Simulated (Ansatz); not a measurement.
Geometry optimisation, RKS PBE/def2-SVP (Ansatz).

Input:

```yaml
crystal:
  periodic: [false, false, false]
  atoms:
    - { symbol: C, position_ang: [0.4769, -1.9827, 0.8246] }
    - { symbol: "N", position_ang: [0.319, -0.8905, -0.2065] }
    - { symbol: Si, position_ang: [1.9366, -0.3345, -0.6938] }
    - { symbol: B, position_ang: [-0.3498, 0.3297, 0.3626] }
    - { symbol: B, position_ang: [-1.6821, 0.9793, -0.4982] }
    - { symbol: "N", position_ang: [-2.4011, 2.2314, 0.0571] }
    - { symbol: H, position_ang: [0.988, -2.817, 0.3984] }
    - { symbol: H, position_ang: [1.0106, -1.5685, 1.7134] }
    - { symbol: H, position_ang: [-0.5812, -2.2686, 1.1534] }
    - { symbol: H, position_ang: [2.7257, -1.4662, -1.2166] }
    - { symbol: H, position_ang: [1.8524, 0.72, -1.6777] }
    - { symbol: H, position_ang: [2.7014, 0.1956, 0.5128] }
    - { symbol: H, position_ang: [-0.0988, 0.8701, 1.3433] }
    - { symbol: H, position_ang: [-2.0641, 0.4964, -1.4732] }
    - { symbol: H, position_ang: [-3.1509, 2.4472, -0.6229] }
    - { symbol: H, position_ang: [-1.7058, 3.0356, 0.0675] }
basis:
  gaussian: { orbitals: def2-SVP }
hamiltonian:
  xc: pbe
relax:
  f_tol: 0.015
  max_steps: 40
```

Run as:

```bash
$ ansatz run input.yaml --threads 2 --pin off --max-ram 3072MiB --backend cpu --events-out ev --progress --plain --runs-dir out
```

Q: Where does it end, and by what steps?

A: It converged. After 23 steps the energy has fallen by 2.557 eV; H13 moved furthest, 2.30 Å.

| step | energy less start (eV) | largest force component (eV/Å) | accepted |
| --- | --- | --- | --- |
| 0 | 0.0000 | 3.138 | yes |
| 1 | -0.8578 | 2.364 | yes |
| 2 | -1.1910 | 1.928 | yes |
| 3 | -1.4668 | 2.073 | yes |
| 4 | -1.7038 | 1.275 | yes |
| 5 | -1.8881 | 1.229 | yes |
| 6 | -2.0355 | 0.883 | yes |
| 7 | -2.1801 | 0.732 | yes |
| 8 | -2.3153 | 0.528 | yes |
| 9 | -2.3907 | 0.435 | yes |
| 10 | -2.4638 | 0.359 | yes |
| 11 | -2.5130 | 0.116 | yes |
| 12 | -2.5343 | 0.407 | yes |
| 13 | -2.5427 | 0.173 | yes |
| 14 | -2.5459 | 0.155 | yes |
| 15 | -2.5490 | 0.110 | yes |
| 16 | -2.5517 | 0.126 | yes |
| 17 | -2.5535 | 0.116 | yes |
| 18 | -2.5553 | 0.049 | yes |
| 19 | -2.5565 | 0.092 | yes |
| 20 | -2.5571 | 0.056 | yes |
| 21 | -2.5572 | 0.049 | yes |
| 22 | -2.5574 | 0.024 | yes |
| 23 | -2.5575 | 0.015 | yes |

```xyz
16
Properties=species:S:1:pos:R:3
C 0.775 -1.830 1.222
N 0.361 -0.747 0.324
Si 1.617 -0.123 -0.775
B -0.956 -0.213 0.319
B -1.532 1.009 -0.726
N -1.705 2.350 -0.349
H 1.128 -2.720 0.654
H 1.607 -1.515 1.892
H -0.080 -2.138 1.854
H 2.231 -1.269 -1.538
H 1.004 0.865 -1.719
H 2.722 0.534 0.015
H -1.728 -0.736 1.124
H -1.905 0.733 -1.863
H -2.109 3.060 -0.962
H -1.452 2.717 0.570
```

The run took 86 s on 2 threads of Arm Neoverse V1, with other jobs on the host, peak memory 0.18 GiB.
